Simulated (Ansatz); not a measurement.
Ansatz (a program for electronic structure) input (HF/STO-3G):

Ansatz 0.2 input:
```yaml
crystal:
  periodic: [false, false, false]
  atoms:
    - {symbol: O, position_ang: [-2.14244300, 0.35652700, 0.42178000]}
    - {symbol: C, position_ang: [-0.97085300, 0.16156100, 0.19113100]}
    - {symbol: B, position_ang: [0.41490800, -0.06904600, -0.08168200]}
    - {symbol: F, position_ang: [1.25785600, 0.89164700, -0.65122800]}
    - {symbol: F, position_ang: [1.06326900, -1.27790900, 0.19427100]}
basis:
  gaussian:
    orbitals: STO-3G
hamiltonian:
  xc: {name: HF}
total_charge: -1
relax: {f_tol: 0.003, max_steps: 120}
```

Output:

```
Functional definition: HF
integrals: 0.00 GiB planned
377 factors; integrals over basis functions are off by at most 1.9e-5 eV
mean field: 0.05 GiB planned
mean field evaluation 1: about -9019.5765 eV, gradient 2.8e1 eV
mean field evaluation 2: about -9019.6726 eV, gradient 2.8e1 eV
mean field evaluation 4: about -9022.2933 eV, gradient 2.5e0 eV
mean field evaluation 8: about -9022.3264 eV, gradient 5.8e-5 eV
mean field -9022.32469215 eV, -331.5643168851 hartree, gradient 4.1e-5 eV, S^2 0.000000; 0 other end points of the search recorded, 0 dependent functions left out
the calculation of the forces begins
reference -9022.32469215 eV, -331.5643168851 hartree; 19, 19 occupied and 6, 6 virtual orbitals, 377 factors
relax step   1: F+E_penalty+E_count = -9022.32469215 eV  Δ(F+E_penalty+E_count) = +0.000e0 eV  max|allowed force component| = 5.462e0 eV/Å  Δτ_max = 0.0000 Å  (34 SCF iters, accepted)
these checks for a lower state are left out or cut short: starts, cluster_reference, orbital_swaps, neighbouring_geometries, increment
integrals: 0.00 GiB planned
377 factors; integrals over basis functions are off by at most 1.9e-5 eV
mean field: 0.05 GiB planned
mean field evaluation 16: about -9022.4627 eV, gradient 1.8e-4 eV
mean field -9022.46268217 eV, -331.5693879249 hartree, gradient 8.9e-6 eV, S^2 0.000000; 0 other end points of the search recorded, 0 dependent functions left out
the calculation of the forces begins
reference -9022.46268217 eV, -331.5693879249 hartree; 19, 19 occupied and 6, 6 virtual orbitals, 377 factors
relax step   2: F+E_penalty+E_count = -9022.46268217 eV  Δ(F+E_penalty+E_count) = -1.380e-1 eV  max|allowed force component| = 1.855e-1 eV/Å  Δτ_max = 0.0428 Å  (30 SCF iters, accepted)
these checks for a lower state are left out or cut short: starts, cluster_reference, orbital_swaps, neighbouring_geometries, increment
integrals: 0.00 GiB planned
377 factors; integrals over basis functions are off by at most 1.9e-5 eV
mean field: 0.05 GiB planned
mean field -9022.46384935 eV, -331.5694308180 hartree, gradient 8.8e-6 eV, S^2 0.000000; 0 other end points of the search recorded, 0 dependent functions left out
the calculation of the forces begins
reference -9022.46384935 eV, -331.5694308180 hartree; 19, 19 occupied and 6, 6 virtual orbitals, 377 factors
relax step   3: F+E_penalty+E_count = -9022.46384935 eV  Δ(F+E_penalty+E_count) = -1.167e-3 eV  max|allowed force component| = 3.474e-2 eV/Å  Δτ_max = 0.0049 Å  (31 SCF iters, accepted)
these checks for a lower state are left out or cut short: starts, cluster_reference, orbital_swaps, neighbouring_geometries, increment
integrals: 0.00 GiB planned
377 factors; integrals over basis functions are off by at most 1.9e-5 eV
mean field: 0.05 GiB planned
mean field evaluation 32: about -9022.4639 eV, gradient 1.8e-4 eV
mean field -9022.46392583 eV, -331.5694336284 hartree, gradient 8.9e-6 eV, S^2 0.000000; 0 other end points of the search recorded, 0 dependent functions left out
the calculation of the forces begins
reference -9022.46392583 eV, -331.5694336284 hartree; 19, 19 occupied and 6, 6 virtual orbitals, 377 factors
relax step   4: F+E_penalty+E_count = -9022.46392583 eV  Δ(F+E_penalty+E_count) = -7.648e-5 eV  max|allowed force component| = 9.271e-3 eV/Å  Δτ_max = 0.0019 Å  (32 SCF iters, accepted)
these checks for a lower state are left out or cut short: starts, cluster_reference, orbital_swaps, neighbouring_geometries, increment
integrals: 0.00 GiB planned
377 factors; integrals over basis functions are off by at most 1.9e-5 eV
mean field: 0.05 GiB planned
mean field -9022.46392713 eV, -331.5694336762 hartree, gradient 8.9e-6 eV, S^2 0.000000; 0 other end points of the search recorded, 0 dependent functions left out
the calculation of the forces begins
reference -9022.46392713 eV, -331.5694336762 hartree; 19, 19 occupied and 6, 6 virtual orbitals, 377 factors
relax step   5: F+E_penalty+E_count = -9022.46392713 eV  Δ(F+E_penalty+E_count) = -1.301e-6 eV  max|allowed force component| = 1.604e-3 eV/Å  Δτ_max = 0.0002 Å  (32 SCF iters, accepted)
integrals: 0.00 GiB planned
377 factors; integrals over basis functions are off by at most 1.9e-5 eV
mean field: 0.05 GiB planned
mean field -9022.46392713 eV, -331.5694336762 hartree, gradient 8.9e-6 eV, S^2 0.000000; 1 other end points of the search recorded, 0 dependent functions left out
the calculation of the forces begins
reference -9022.46392713 eV, -331.5694336762 hartree; 19, 19 occupied and 6, 6 virtual orbitals, 377 factors
Total energy: -9022.46392713 eV, -331.5694336762 hartree
Atom 0 at    -2.122385     0.353189     0.417831 Å, force    -0.000054     0.000009     0.000011 eV/Å
Atom 1 at    -0.931246     0.154970     0.183333 Å, force     0.000338    -0.000056    -0.000067 eV/Å
Atom 2 at     0.397701    -0.066183    -0.078295 Å, force    -0.001604     0.000267     0.000316 eV/Å
Atom 3 at     1.235373     0.881202    -0.641601 Å, force     0.000710     0.000452    -0.000349 eV/Å
Atom 4 at     1.043293    -1.260398     0.193003 Å, force     0.000609    -0.000671     0.000089 eV/Å
Dipole moment:     0.285853    -0.047569    -0.056276 e Å
```

The dipole moment of an ion depends on the origin.

The geometry given is a B3LYP-D3(BJ)/def2-TZVP minimum.
